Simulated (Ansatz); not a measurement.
`C[Se][AlH][F]` + CH₃NH₂ → `C[NH][AlH][F]` + `C[SeH]` at 700 K and 1 bar (ligand exchange at the Al–Se bond).

Calculated with Ansatz (gas phase, PBE0-D4/def2-TZVP geometries, no zero-point term in ΔE). CCSD(T)/CBS is the MP2 limit (def2-TZVPP, def2-QZVPP) plus CCSD(T) − MP2 in def2-TZVPP, frozen cores. For Se outer-core shells are correlated without core-valence functions, which leaves a few kJ/mol of doubt a bond. Scalar relativity is left out up to krypton. One conformer a species, not always the lowest.

```
        species  CCSD(T)/CBS energy (Eh)  H − E (kJ/mol)  S (J/(mol·K))
`C[Se][AlH][F]`              -2783.08628           191.7          444.4
         CH₃NH₂                -95.75281           207.6          296.6
`C[NH][AlH][F]`               -437.67416           232.7          413.5
       `C[SeH]`              -2441.15625           157.6          325.3
```

H − E and S are ideal-gas, rigid-rotor, harmonic terms from PBE0-D4/def2-TZVP, for one conformer and one mirror image of each species. 1 Eh = 2625.50 kJ/mol, R = 8.31446 J/(mol·K).

Task: By hand: ΔE, ΔH, ΔS and ΔG.

Result: ΔE = (-437.67416) + (-2441.15625) − (-2783.08628) − (-95.75281) = 0.00868 Eh = 22.8 kJ/mol. Δ(H − E) = 232.7 + 157.6 − 191.7 − 207.6 = -9.0, so ΔH = 13.8 kJ/mol. ΔS = 413.5 + 325.3 − 444.4 − 296.6 = -2.2 J/(mol·K). ΔG = 13.8 − 700 × (-2.2)/1000 = 15.3 kJ/mol.

Task: By hand: the equilibrium constant, and the temperature at which ΔG would vanish if ΔH and ΔS stayed fixed.

Result: log₁₀ K = −ΔG/(RT ln 10) = -1.1. ΔH and −TΔS have one sign here, so there is no such temperature. One of them is within its doubt of zero, so this could turn.

The number of gas molecules stays the same, so ΔS is small and ΔH decides. A doubt of 5 kJ/mol in ΔE shifts log₁₀ K by 0.4 here. Other conformers and mirror images would add mixing entropy, several J/(mol·K) or more a flexible species. These are equilibria of isolated gas molecules and say nothing of rates. Largest T1 diagnostic: 0.012 (customary marks: 0.02 for closed shells, 0.045 for open ones).
